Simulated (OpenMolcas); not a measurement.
# V3+: moving or changing the point charges

V3+ among 8 point charges of -1.5 e arranged as a cube (Oh), 1.86 Å from the ion.
```
   1.0739    1.0739    1.0739  -1.50
   1.0739    1.0739   -1.0739  -1.50
   1.0739   -1.0739    1.0739  -1.50
   1.0739   -1.0739   -1.0739  -1.50
  -1.0739    1.0739    1.0739  -1.50
  -1.0739    1.0739   -1.0739  -1.50
  -1.0739   -1.0739    1.0739  -1.50
  -1.0739   -1.0739   -1.0739  -1.50
```

```json
{"Program": "OpenMolcas", "Method": "SS-CASPT2, IPEA 0.25 Eh, imaginary shift 0.1 Eh (closed shells correlated: 3s 3p)", "Basis": "ANO-RCC-VDZP [5s4p2d1f]", "Scalar Hamiltonian": "DKH2, point nucleus", "Active space": "2 electrons in 5 orbitals (3d)", "State averaging": "2S+1 = 3 even, 10 roots; 2S+1 = 1 even, 15 roots", "Spin-orbit coupling": "state interaction with AMFI integrals over the reference wave functions"}
```

Runs around this geometry, states (labels of O, the rotations of Oh). Energies in cm-1 above the lowest state or level, χT in cm3 K/mol.

```json
{"R (Å)": "1.86", "q (e)": "-0.75", "Ground state": "3A2", "First state of that spin": "3T2 2260", "First gap with spin-orbit (degeneracies)": "2190 (3, 1)", "χT at 300 K": "0.914", "First state of another spin": "1E 12100"}
{"R (Å)": "1.86", "q (e)": "-1.5", "Ground state": "3A2", "First state of that spin": "3T2 5270", "First gap with spin-orbit (degeneracies)": "5180 (3, 1)", "χT at 300 K": "0.962", "First state of another spin": "1E 12400"}
{"R (Å)": "2", "q (e)": "-1.5", "Ground state": "3A2", "First state of that spin": "3T2 3440", "First gap with spin-orbit (degeneracies)": "3360 (3, 1)", "χT at 300 K": "0.940", "First state of another spin": "1E 12340"}
```

Taking the first state of the same spin as R^-n, n = -ln(3440 / 5270) / ln(2 / 1.86) = 5.9 between the shortest and longest distance.

Scaling the charges by -0.75 / -1.5 = 0.50 scales the first state of the same spin by 2260 / 5270 = 0.43; with fixed orbitals a first-order splitting would follow the charge.

Roots that are degenerate in the reference are averaged as groups; the widest CASPT2 spread within a group is 560 cm-1 (the 3-fold group of multiplicity 1 near 21600 cm-1 above the lowest state of its run, R = 1.86, q = -0.75). Shifts and gaps below about the spread of the groups concerned are not significant. Free-ion shares, where given, are those of the reference states; single-state CASPT2 does not remix them. The ground term spreads over less than 5000 cm-1, several times less than with real ligands, so orbital moments are less quenched and χT lies further from the spin-only value than at real sites (holds for R = 1.86, q = -0.75). Point charges carry no covalency, so the field is a model and not that of real ligands. No measured value stands beside these numbers.
